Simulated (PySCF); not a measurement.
1-silylprop-2-en-1-one (C₃H₆OSi), SMILES C=CC(=O)[SiH3]. Atoms are numbered in the order given.

```xyz
11

C      0.3068    -2.4677     0.0000
C      0.7188    -1.1959     0.0000
C     -0.2740    -0.0740     0.0000
O     -1.4737    -0.2820     0.0000
Si     0.2874     1.7760     0.0000
H     -0.7666    -2.6855     0.0000
H      1.0095    -3.3062     0.0000
H      1.7833    -0.9371     0.0000
H      1.7749     1.9033     0.0000
H     -0.2726     2.4212    -1.2189
H     -0.2726     2.4212     1.2189
```

Geometry optimised at ωB97X-D3(BJ)/def2-SVP. The values are those of a single conformer.

Method: PBE/def2-TZVP run with PySCF.

ESP charges are fitted to the potential on shells at 1.4 to 2.0 van der Waals radii. Atomic charges (e):

| atom | Mulliken | ESP fit | Löwdin |
|---|---|---|---|
| C1 | -0.19 | -0.30 | -0.13 |
| C2 | -0.18 | -0.21 | -0.21 |
| C3 | 0.16 | 0.49 | -0.44 |
| O4 | -0.25 | -0.41 | 0.16 |
| Si5 | 0.11 | -0.03 | 0.28 |
| H6 | 0.15 | 0.18 | 0.14 |
| H7 | 0.13 | 0.17 | 0.13 |
| H8 | 0.12 | 0.13 | 0.14 |
| H9 | -0.03 | -0.03 | -0.03 |
| H10 | -0.01 | 0.00 | -0.02 |
| H11 | -0.01 | 0.00 | -0.02 |

Computed Mayer and Wiberg (Löwdin basis) orders of the bonds:
```tsv
bond	Mayer	Wiberg
C1–C2	1.87	2.11
C2–C3	0.99	1.26
C3–O4	1.99	2.62
C3–Si5	0.95	1.06
C1–H6	0.93	0.87
C1–H7	0.95	0.89
C2–H8	0.94	0.83
Si5–H9	0.93	0.95
Si5–H10	0.94	0.95
Si5–H11	0.94	0.95
```
